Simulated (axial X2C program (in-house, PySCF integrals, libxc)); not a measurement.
**Which molecule has these constants?**

Computed with an in-house all-electron X2C program for linear molecules (integrals from PySCF), spin-free (one-electron X2C) or two-component (2c: spin–orbit coupling with atomic mean-field Coulomb and Gaunt terms, which also bring small scalar terms), in Dyall basis sets with cores contracted in-house; open shells are unrestricted.

A two-component PBE0 calculation in a Dyall 3-zeta basis gave Re = 1.322 Å, ωe = 1234.5 cm⁻¹, De = 4.17 eV, Ω = 3/2.

Question: Which molecule is it?
A. Se₂⁻
B. O₂⁻
C. S₂⁻

Answer: B. The others have S₂⁻ 2.008 Å and 598.6 cm⁻¹ (Ω = 3/2); Se₂⁻ 2.276 Å and 326.9 cm⁻¹ (Ω = 3/2).

Each entry is the lowest single determinant of a limited PBE0 search at one distance. De goes to single-determinant-based atoms at the same level (for ions the charge split of lowest energy) and is withheld (n/a) where an atom does not fit its ground term or J level. Main or longest-lived isotopes. Some light 2c atoms are not at their ground J level, so De misses part of their lowering (0.04 eV or less). The functionals have no current term, which raises determinants with orbital currents.
